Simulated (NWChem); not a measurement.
phosphine (PH$_{3}$); SMILES P

```xyz
4

P      0.0000     0.0000     0.1381
H     -0.7777     0.9085    -0.6436
H      1.1756     0.2192    -0.6436
H     -0.3980    -1.1277    -0.6436
```
Atoms are numbered in this order, from 1.

Coordinates come from a PBE0/def2-SVP optimisation. Not confirmed as a minimum by frequencies.

Give the principal values of the shielding tensors (ppm) of P1 from PBE0/pcSseg-1, GIAO (NWChem), with their diamagnetic and paramagnetic parts as GIAO splits them.


```json
[
 {"atom": "P1", "σ11": "541.8", "σ22": "604.5", "σ33": "604.5", "isotropic": "583.6", "diamagnetic": "966.3", "paramagnetic": "-382.7"}
]
```
